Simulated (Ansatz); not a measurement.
A nudged elastic band was laid between two geometries of FH$_{2}$NOSi (6 atoms, charge 0, multiplicity 1).

Method: RKS PBE0-D4/def2-TZVP (Ansatz 0.2.0).

- movable images: 5
- climbing image: yes
- spring: 5.0 eV/Å²
- optimiser: quadratic models (default)
- start path: through a guess of the saddle point
- force threshold: 0.05 eV/Å
- iteration limit: 60
- end points: relaxed

Initial state:

```xyz
6
Properties=species:S:1:pos:R:3
N -0.342 1.127 -0.681
Si -0.073 -0.319 -0.122
O 0.676 -0.585 1.279
F -0.398 -1.761 -0.668
H -0.807 1.327 -1.553
H 0.945 0.212 1.744
```

Final state:

```xyz
6
Properties=species:S:1:pos:R:3
N -0.605 0.739 -1.152
Si -0.110 -0.401 -0.187
O 0.655 -0.496 1.236
F -0.348 -1.904 -0.568
H -0.487 1.724 -0.975
H 0.895 0.338 1.647
```

Question: Which bonds break or form, and what moves?

Answer: No bond is made or broken. The dihedral H5–N1–Si2–F4 changes from 0 to -180° by way of a nearly straight angle H5–N1–Si2 (up to 172°), not by a turn about the bond.

Question: What energy profile does the band end with?

Answer: The forces met the threshold. The highest image is number 3 of 0 to 6, 18.0 kJ/mol above the first end and 9.7 kJ/mol above the last; the last end lies 8.3 kJ/mol above the first. A vibrational analysis at the climbing image gives one clearly imaginary mode, 417i cm⁻¹: a first-order saddle point.

```tsv
image	path coordinate (Å)	energy (kJ/mol)	angle H5–N1–Si2 (°)
0	0.00	0.0	125
1	0.23	3.6	140
2	0.45	12.9	162
3	0.68	18.0	172
4	0.87	15.0	153
5	1.05	10.1	136
6	1.23	8.3	124
```

Question: What is the geometry of the highest image?

Answer: 
```xyz
6
Properties=species:S:1:pos:R:3
N -0.472 0.854 -0.928
Si -0.066 -0.391 -0.149
O 0.657 -0.571 1.285
F -0.257 -1.879 -0.619
H -0.722 1.729 -1.319
H 0.860 0.257 1.730
```

Question: What are the harmonic wavenumbers there?

Answer: 417i, 206, 336, 364, 445, 461, 846, 869, 1005, 1380, 3886, 3899 cm⁻¹.

Time of the run: 2.9 min on 2 threads of Arm Neoverse V1, on a shared host, peak memory 0.24 GiB.
